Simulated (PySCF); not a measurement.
H₂O₅Ru, multiplicity 1. Atoms are numbered in the order given.

```xyz
8

Ru    -0.0560    -0.0216     0.0000
O      0.5739    -1.5942     0.0000
O      0.3868     1.6342     0.0000
O     -1.7215    -0.1046     0.0000
O      0.4701    -0.0211     1.8491
H      0.5144     0.9019     2.1567
O      0.4701    -0.0211    -1.8491
H      0.5144     0.9019    -2.1567
```
Charge 0, spin multiplicity 1.

Geometry optimised at B3LYP-D3(BJ)/def2-SVP. The spin state was assumed, not searched. The def2 effective core potentials stand for the cores of Ru; spin–orbit coupling is left out. The values are those of a single conformer.

Calculation: PySCF with TDA-B3LYP/def2-SVPD.

Vertical excitations. The molecule is in vacuum. State labels are in the subgroup Cs.

```tsv
state	symmetry	energy (eV)	λ (nm)	f	main pairs
S1	A"	2.02	615	0.000	HOMO−1→LUMO 97 %
S2	A"	2.44	508	0.000	HOMO−3→LUMO 91 %
S3	A'	2.48	499	0.001	HOMO−2→LUMO 81 %, HOMO→LUMO 15 %
S4	A'	2.65	469	0.007	HOMO→LUMO 60 %, HOMO−2→LUMO 17 %, HOMO−5→LUMO 11 %
S5	A'	2.68	462	0.000	HOMO→LUMO+1 51 %, HOMO−2→LUMO+1 46 %
S6	A"	3.01	411	0.011	HOMO−1→LUMO+1 51 %, HOMO−3→LUMO+1 29 %
S7	A"	3.06	406	0.001	HOMO−4→LUMO 71 %, HOMO−3→LUMO+1 20 %
S8	A"	3.09	402	0.014	HOMO−3→LUMO+1 38 %, HOMO−1→LUMO+1 33 %, HOMO−4→LUMO 13 %, HOMO−4→LUMO+1 9 %
S9	A'	3.25	382	0.004	HOMO−2→LUMO+1 39 %, HOMO→LUMO+1 33 %, HOMO−5→LUMO+1 21 %
S10	A"	3.39	366	0.000	HOMO−6→LUMO 92 %
T1	A'	0.92	1353	0	HOMO→LUMO 83 %, HOMO−5→LUMO 16 %
T2	A"	1.66	747	0	HOMO−1→LUMO 82 %
T3	A'	1.81	683	0	HOMO→LUMO+1 71 %, HOMO−2→LUMO+1 20 %
T4	A"	1.84	674	0	HOMO−3→LUMO 72 %, HOMO−4→LUMO 19 %
```
Triplets are in the Tamm–Dancoff approximation.
